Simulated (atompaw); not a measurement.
**Which change was made? (Cu, PAW (atompaw))**

atompaw 4.2.0.5 input, output lines left out:

```
Cu 29
GGA-PBE scalarrelativistic loggrid 1500 logderivrange -7 5 301
4 4 3 0 0 0
4 0 0
4 1 1
0 0 0
c
c
c
v
c
v
v
v
2
1.95 1.80 1.45 1.35
y
3.55
n
n
y
0.4
n
custom polynom gramschmidtortho sinc
bessel
1.95
1.95
1.20
1.95
1.10
1.10
```

Cutoffs, loose and tight: the cutoffs (Ry, on a coarse ladder) from which the occupation-weighted sum of valence levels, in a spherical-Bessel basis at the reference potential, stays within 10 and 1 mRy of its value at 400 Ry. They see the waves, projectors and local potential, not the compensation charge or the core.

The base gives: outcome: generated; cutoff, loose: 140 Ry; cutoff, tight: 230 Ry; bound ghosts: none.

Q: After one change the result is: outcome: generated; cutoff, loose: 140 Ry; cutoff, tight: 230 Ry; bound ghosts: s. Which change was it?
A. augmentation sinc compensation charge, radius 1.80 bohr; PAW radius 1.95 bohr; waves and projectors: modrrkj vanderbiltortho
B. wave 4s channel at 3.55 Ry: rc 1.95 bohr becomes 4s channel at 3.55 Ry: rc 1.18 bohr
C. all radii scaled by about 1.09 (s 2.12, p 1.30, d 1.20 bohr); local potential bessel scheme, radius 1.58 bohr; augmentation sinc compensation charge, radius 1.96 bohr; PAW radius 2.12 bohr; waves and projectors: custom polynom gramschmidtortho; core correction smooth core density matched at 1.46 bohr

A: B. The others give: augmentation sinc compensation charge, radius 1.80 bohr; PAW radius 1.95 bohr; waves and projectors: modrrkj vanderbiltortho → outcome: failed: atompaw: The overlap operator has at least one negative eigenvalue! | all radii scaled by about 1.09 (s 2.12, p 1.30, d 1.20 bohr); local potential bessel scheme, radius 1.58 bohr; augmentation sinc compensation charge, radius 1.96 bohr; PAW radius 2.12 bohr; waves and projectors: custom polynom gramschmidtortho; core correction smooth core density matched at 1.46 bohr → outcome: generated; cutoff, loose: 110 Ry; cutoff, tight: 180 Ry; bound ghosts: none.
